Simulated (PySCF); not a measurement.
Mo(OH)(H)5 (H6MoO), SMILES [OH][MoH5], multiplicity 1. Atoms are numbered in the order given.

```xyz
8

Mo     0.2568    -0.0491     0.0000
O     -1.6082    -0.0731     0.0000
H     -2.2237     0.6668     0.0000
H      0.8910    -0.7109     1.4193
H      1.2364     0.9150     0.9338
H      0.8910    -0.7109    -1.4193
H      0.0481     1.5706     0.0000
H      1.2364     0.9150    -0.9338
```

Geometry optimised at B3LYP-D3(BJ)/def2-TZVP. The spin state was assumed, not searched. The def2 effective core potentials stand for the cores of Mo; spin–orbit coupling is left out.

All values below come from ωB97X/def2-TZVPD (PySCF).

Mulliken values depend strongly on the basis, most of all with diffuse functions as here. ESP charges are fitted to the potential on shells at 1.4 to 2.0 van der Waals radii. Atomic charges (e):

| atom | ESP fit | Mulliken |
|---|---|---|
| Mo1 | … | -0.38 |
| O2 | … | -0.82 |
| H3 | … | 0.31 |
| H4 | … | 0.11 |
| H5 | … | 0.26 |
| H6 | … | 0.11 |
| H7 | … | 0.13 |
| H8 | … | 0.26 |

Question: Complete the blanks. (An estimate is asked for; the answer gives what the named calculation found.)

Answer: 
- Mo1, ESP fit: 0.92
- O2, ESP fit: -0.62
- H3, ESP fit: 0.40
- H4, ESP fit: -0.15
- H5, ESP fit: -0.13
- H6, ESP fit: -0.15
- H7, ESP fit: -0.13
- H8, ESP fit: -0.13
